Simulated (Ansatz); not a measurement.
`OB(F)[SiH2]Br` + `[OH][Mg][Br]` → `O[SiH2]B(O)F` + `[Br][Mg][Br]`  (redistribution)

Isolated molecules relaxed with PBE0-D4/def2-TZVP in Ansatz; ΔE leaves out vibrations. CCSD(T)/CBS adds triple-zeta CCSD(T) − MP2 to the extrapolated MP2 energy (def2 sets, frozen cores). DFT in def2-TZVPP. B3LYP here is the variant with VWN-RPA as its local correlation; programs differ in this. HSE06 is defined as in plane-wave codes. For Br, Mg outer-core shells are correlated without core-valence functions, which leaves a few kJ/mol of doubt a bond. Scalar relativity is left out up to krypton. One conformer a species, not always the lowest.

```tsv
level	ΔE (kcal/mol)	difference from CCSD(T)/CBS
LDA (SPW92)	-14.8	1.2
PBE-D4	-14.9	1.1
revPBE-D4	-14.7	1.3
BLYP-D4	-15.5	0.5
r2SCAN-D4	-16.7	-0.7
B97M-V	-17.8	-1.8
PBE0-D4	-16.6	-0.6
B3LYP-D4	-16.9	-0.9
r2SCANh-D4	-17.2	-1.2
r2SCAN0-D4	-17.8	-1.8
HSE06-D4	-16.7	-0.7
BHLYP-D4	-19.0	-3.0
CAM-B3LYP-D4	-17.6	-1.6
ωB97X-V	-17.3	-1.3
ωB97M-V	-17.0	-1.0
B2PLYP	-17.5	-1.5
PBE-QIDH	-17.5	-1.5
revPBE	-15.9	0.1
BLYP	-16.8	-0.8
r2SCAN	-16.9	-0.9
PBE0	-17.1	-1.1
B3LYP	-18.0	-2.0
r2SCAN0	-17.9	-1.9
HSE06	-17.2	-1.2
BHLYP	-20.0	-4.0
LC-ωPBE	-16.6	-0.6
RPA@PBE/def2-TZVPP	-17.1	-1.1
HF/def2-SVP	-19.5	-3.5
MP2/def2-SVP	-14.9	1.1
CCSD/def2-SVP	-16.1	-0.1
CCSD(T)/def2-SVP	-15.7	0.3
HF/def2-TZVPP	-23.8	-7.8
MP2/def2-TZVPP	-16.0	0.0
SCS-MP2/def2-TZVPP	-17.0	-1.0
CCSD/def2-TZVPP	-18.0	-2.0
CCSD(T)/def2-TZVPP	-17.2	-1.2
HF/def2-QZVPP	-23.6	-7.6
SCS-MP2/def2-QZVPP	-16.2	-0.2
HF/CBS(def2)	-23.6	-7.6
MP2/CBS(def2)	-14.7	1.3
CCSD(T)/CBS	-16.0	0
```

Largest T1 diagnostic among the species: 0.013.

From BLYP to BHLYP (50 % exact exchange), in def2-TZVPP and without D4, ΔE moves by −3.3 kcal/mol. In def2-TZVPP, CCSD(T) changes the Hartree–Fock value by +6.6 kcal/mol (the triples alone add +0.7 kcal/mol) and MP2 by +7.8 kcal/mol. Leaving LDA and LC-ωPBE aside and taking each functional with its dispersion term where it has one, the values spread over 4.4 kcal/mol, from BHLYP-D4 to revPBE-D4.
